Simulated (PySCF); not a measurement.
These compounds are isomers of formula C5H5N3O.

A. SMILES c1(C)nncc(C=O)n1
B. `Cc1nnncc1C=O`
C. SMILES N1=NN=CC(C)=C1C=O

Spectrum 1. 1H NMR (500 MHz, computed): δ 10.88 (s, 1H), 9.48 (s, 1H), 2.83 (s, 3H). 13C{1H} NMR (computed): δ 206.3 (CH), 158.0 (CH), 150.3 (C), 136.6 (C), 19.6 (CH3).

Spectrum 2. 1H NMR (500 MHz, computed): δ 10.56 (s, 1H), 9.73 (s, 1H), 3.26 (s, 3H). 13C{1H} NMR (computed): δ 205.3 (CH), 171.7 (C), 144.3 (CH), 142.8 (C), 25.9 (CH3).

Spectrum 3. 1H NMR (500 MHz, computed): δ 10.62 (s, 1H), 8.99 (s, 1H), 3.34 (s, 3H). 13C{1H} NMR (computed): δ 201.6 (CH), 159.1 (C), 151.5 (CH), 120.5 (C), 26.4 (CH3).

PySCF 2.14 calculation with shieldings: GIAO PBE0/pcSseg-1 and geometry: GFN2-xTB; non-relativistic Hamiltonian, gas phase, fast rotation and ring inversion assumed for equivalent nuclei, one conformer.

Scale: TMS for 1H and 13C (reference shieldings calculated alike). Where no couplings were computed, multiplicities follow the n + 1 count of equivalent neighbours, and m marks all less simple cases (inequivalent or close neighbours, rings, F or P nearby). Shifts are as computed. Against solution values, carbons near 30 ppm lie about +3 ppm off and those near 130 ppm about +5 ppm. Of 1211 compounds with measured shifts, 218 miss one by over three times the rms of a fit or turn the order of signals round; such compounds aren't used in these exercises.

Question: Match each spectrum to its structure.

Answer: 1–C, 2–A, 3–B.

- Spectrum 1 (C): 5 13C signals; δC 206.3 is an aldehyde carbonyl carbon; δC 158.0 is an aromatic CH next to a ring nitrogen.
- Spectrum 2 (A): 5 13C signals; δC 205.3 is an aldehyde carbonyl carbon; δC 144.3 is an aromatic CH next to a ring nitrogen.
- Spectrum 3 (B): 5 13C signals; δC 201.6 is an aldehyde carbonyl carbon; δC 151.5 is an aromatic CH next to a ring nitrogen.
